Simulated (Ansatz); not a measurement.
Job for Ansatz (a first-principles code): R-CCSD(T)/def2-TZVPPD on Cl2Ge (SMILES [Cl][Ge][Cl]), atoms moved off the minimum. Files ending in .json are basis or fitting sets from the Basis Set Exchange. The run froze 24 orbitals, filled d shells among them.

Ansatz 0.2 input:
```yaml
crystal:
  periodic: [false, false, false]
  atoms:
    - {symbol: Ge, position_ang: [0.04637541, -0.05082695, 0.75916790]}
    - {symbol: Cl, position_ang: [0.99917370, 1.17948324, -0.55486950]}
    - {symbol: Cl, position_ang: [-1.15470327, -1.24473848, -0.75492783]}
basis:
  gaussian:
    orbitals: def2-TZVPPD.json
magnetization: {spin_polarized: false}
correlation: {method: ccsd_t, electrons: outside_noble_gas}
scf: {lower_state_search: off}
output: {forces: true}
```

Task: Give the final energy of this run.

Result: -2995.0056 hartree (reference determinant -2994.4758, T1 diagnostic 0.013).

Task: How many basis functions does it have, and what does it roughly cost on one machine?

Result: 156 functions; very roughly 2.6 core-minutes.
